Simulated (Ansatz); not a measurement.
Mulliken charges of ClH$_{4}$N$_{2}$OTa (`[NH]=[Ta]([NH2])([OH])[Cl]`) from r2SCAN/def2-TZVPP in Ansatz (PBE0-D4/def2-TZVP geometry).

```csv
atom,x (Å),y (Å),z (Å),charge (e)
N1,-0.281,1.564,-0.629,-0.459
Ta2,-0.058,-0.172,-0.440,0.970
N3,1.210,-0.330,1.059,-0.474
O4,-1.693,-1.039,0.010,-0.440
Cl5,0.821,-1.122,-2.380,-0.323
H6,-0.443,2.538,-0.822,0.158
H7,1.658,0.434,1.540,0.187
H8,1.452,-1.212,1.491,0.163
H9,-2.578,-0.706,0.155,0.218
```

**Question.** By hand: the dipole of these point charges (1 e Å = 4.8032 D).

**Answer.** Σ q r = (-0.106, 0.222, 0.559) e Å, of length 0.611 e Å = 2.93 D.

**Question.** How does the dipole of the full density compare? (Best estimate.)

**Answer.** The calculation gave: (-0.176, 0.154, 0.556) e Å, 2.90 D; the point charges give 1.01 times that, at 9° from its direction.

Point charges leave out the atoms' own dipoles, such as those of lone pairs, and Mulliken's split depends on the basis, so the close match here is no proof of good charges.
